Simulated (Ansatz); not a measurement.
Ansatz (an electronic-structure program) input (PBE0/def2-TZVPD):

Ansatz 0.2 input:
```yaml
crystal:
  periodic: [false, false, false]
  atoms:
    - {symbol: Se, position_ang: [-0.00000000, -0.00000000, -1.09408869]}
    - {symbol: Se, position_ang: [0.00000000, 0.00000000, 1.09408869]}
basis:
  gaussian:
    orbitals: def2-TZVPD
hamiltonian:
  xc: {name: PBE0}
magnetization: {spin_polarized: true, initial_magnetization: 2}
output: {forces: true}
```

Output:

```
Functional definition: PBE0
integrals: 0.06 GiB planned
727 factors; integrals over basis functions are off by at most 9.4e-4 eV
mean field: 0.76 GiB planned
mean field evaluation 1: about -130683.8034 eV, gradient 6.2e0 eV
mean field evaluation 2: about -130683.9056 eV, gradient 3.2e0 eV
mean field evaluation 4: about -130683.9386 eV, gradient 2.5e-1 eV
mean field evaluation 8: about -130683.9883 eV, gradient 2.7e-3 eV
mean field -130683.98831434 eV, -4802.5479897631 hartree, gradient 3.1e-5 eV, S^2 2.009615; 0 other end points of the search recorded, 0 dependent functions left out
the calculation of the forces begins
reference -130683.98834975 eV, -4802.5479910645 hartree; 35, 33 occupied and 79, 81 virtual orbitals, 727 factors
Total energy: -130683.98834975 eV, -4802.5479910645 hartree
Atom 0 at    -0.000000    -0.000000    -1.094089 Å, force     0.000000    -0.000000     0.605095 eV/Å
Atom 1 at     0.000000     0.000000     1.094089 Å, force     0.000000    -0.000000    -0.605095 eV/Å
Dipole moment:     0.000000    -0.000000    -0.000000 e Å
```
